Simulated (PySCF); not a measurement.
Job file and geometry (Å, from GFN2-xTB) of an NMR shielding run on `[Cl][K]`, ClK, PySCF 2.14.0, density-fitted response routines, GIAO PBE0/pcSseg-1 NMR shielding, non-relativistic, gas phase; density fitting, a coarse starting grid and PySCF grid level 2 are the driver's defaults:

```
{"job": {"kind": "nmr", "xc": "PBE0", "basis": "pcSseg-1"}, "charge": 0, "multiplicity": 1}
Cl     1.290756    -0.002854    -0.002887
K     -1.287999     0.004122    -0.011262
```

**Question.** What does the program print?

**Answer.** 
```
coarse grid: 4040 points
cycle   1  E = -1059.7457278101  dE = -1.317e-01  |g| = 3.921e-01  |ddm| = 1.125e+00
cycle   2  E = -1059.7289908769  dE =  1.674e-02  |g| = 5.038e-01  |ddm| = 1.202e+00
cycle   3  E = -1059.7987524695  dE = -6.976e-02  |g| = 1.873e-02  |ddm| = 6.585e-01
cycle   4  E = -1059.7988154244  dE = -6.295e-05  |g| = 8.223e-03  |ddm| = 2.251e-02
cycle   5  E = -1059.7988311367  dE = -1.571e-05  |g| = 1.381e-03  |ddm| = 7.304e-03
cycle   6  E = -1059.7988315756  dE = -4.389e-07  |g| = 2.834e-04  |ddm| = 1.287e-03
final grid: 24424 points
cycle   7  E = -1059.7950065365  dE = -9.485e-06  |g| = 3.194e-03  |ddm| = 6.753e-03
cycle   8  E = -1059.7950067048  dE = -1.683e-07  |g| = 2.057e-03  |ddm| = 3.703e-03
cycle   9  E = -1059.7950073680  dE = -6.632e-07  |g| = 3.803e-04  |ddm| = 2.335e-03
cycle  10  E = -1059.7950074070  dE = -3.896e-08  |g| = 2.460e-05  |ddm| = 4.564e-04
cycle  11  E = -1059.7950074070  dE = -6.753e-11  |g| = 3.375e-06  |ddm| = 1.719e-05
converged SCF energy = -1059.7950074070

GIAO shielding tensors (ppm)
atom      isotropic    diamagn.    paramagn.     s11        s22        s33       span
  0 Cl     928.432    1149.076    -220.644    816.457    816.465   1152.374    335.917
  1 K     1226.986    1326.967     -99.981   1174.836   1174.838   1331.282    156.447
```

Size and cost of the density-fitted run: 62 basis functions, 2.2 s wall time on 1 thread of an Arm Neoverse V1, shared host.
